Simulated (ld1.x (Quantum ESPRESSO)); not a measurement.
# PBE PAW dataset for Sm, scalar-relativistic all-electron reference.

| Property | Result |
| --- | --- |
| Element | Sm |
| Generator | ld1.x (Quantum ESPRESSO) 7.5 |
| Type | PAW |
| Functional | PBE |
| Relativity | scalar-relativistic |
| Frozen core | [Kr] 4d10 4f6 |
| Valence charge | 10 |
| Reference configuration | 5s2 5p6 5d0 6s2 6p0 |
| Partial waves | 5s (bound): rcut 1.95, rcutus 2.35 bohr; 6s (bound): rcut 1.95, rcutus 2.35 bohr; 5p (bound): rcut 2.30, rcutus 2.85 bohr; 6p (bound, empty): rcut 2.30, rcutus 2.85 bohr; 5d (bound, empty): rcut 3.55, rcutus 4.45 bohr; 5d channel at 0.75 Ry: rcut 3.55, rcutus 4.45 bohr |
| Local potential | all-electron potential smoothed inside 3.60 bohr (lloc = -1) |
| Core correction | Bessel-smoothed model core inside 1.40 bohr |
| Augmentation charge | BESSEL, radius 1.60 bohr |

Task: Does the generator finish with these settings?

Result: Yes, a potential is produced and its reference levels are reproduced.

Task: Estimate the cutoffs (Ry, on a coarse ladder) from which the occupation-weighted sum of valence levels, in a spherical-Bessel basis at the reference potential, stays within 10 and 1 mRy of its value at 400 Ry.

Result: 15 Ry and 18 Ry.

Task: What does a ghost test show?

Result: No extra level below or beside the all-electron valence levels (s, p, d, f tested).

Task: Is the overlap operator S = 1 + Σ q|β⟩⟨β| positive definite (Bessel basis up to 400 Ry)?

Result: Yes: its lowest eigenvalue is 0.08 (p channel).

Task: Which valence shell sets the plane-wave cutoff?

Result: 6s: its level needs 18 Ry to come within 1 mRy, against 10 Ry for 5s.

Test run stopped at test 1 of 7 (negative rho).
